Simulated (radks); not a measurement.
The numbers below are computed, except where a source is named.
Problem. These are the eigenvalues of the occupied orbitals of an atom or ion with whole-number occupations (hartree). Code: a radial shooting solver on a logarithmic mesh with Libxc functionals. Model: non-relativistic Kohn-Sham, SCAN, spin-polarised, spherical densities, point nucleus; meta-GGA in the generalised Kohn-Sham scheme.

1s up: -325.4261
1s down: -325.4125
2s up: -41.87059
2s down: -41.65014
2p up: -37.00370
2p down: -36.83616
3s up: -7.21266
3s down: -6.84000
3p up: -5.65358
3p down: -5.27663
3d up: -3.03844
4s up: -1.69756
4p up: -1.31337

Which element is it, and in what charge state? The configuration may be excited. Open shells, if any, are filled with parallel spins first.

Solution. Z = 29, copper, charge +3: Cu3+ in [Ar] 3d5 4s1 4p2. The list shows which subshells hold electrons but not how many an open one holds; the 1s level, -325.43 hartree, gives Z - s = 25.5 by -(Z - s)^2/2, which with screening narrows Z to a few neighbours, and the depths of the outer levels then fix element, charge and occupations together.
